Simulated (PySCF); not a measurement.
Computed shifts of a molecule C₃H₇FSi, PBE0/pcSseg-1 in PySCF, GIAO, gas phase, equivalent atoms averaged, in ppm (number of nuclei): ¹⁹F: -215.5 (1). ²⁹Si: 16.4 (1). ¹³C: 8.7 (1), 4.0 (1), 0.8 (1). ¹H: 5.76 (1), 4.65 (1), 1.43 (1), 1.16 (1), 1.11 (1), 0.75 (1), 0.55 (1). References: ¹⁹F against CFCl3 (σ = 167.2 ppm); ²⁹Si against TMS (σ = 352.7 ppm); ¹³C against TMS (σ = 186.3 ppm); ¹H against TMS (σ = 31.56 ppm), references at their B3LYP-D3(BJ)/def2-TZVP geometries, non-relativistic. Geometry: PBE-D3(BJ)/def2-SVP. Other conformers were not sampled.

Question: Identify the compound among the candidates.
A) C=C(F)[SiH2]C
B) C=C(F)C[SiH3]
C) F[SiH2]C1CC1
D) C=C[C@H](F)[SiH3]

Answer: C, F[SiH2]C1CC1
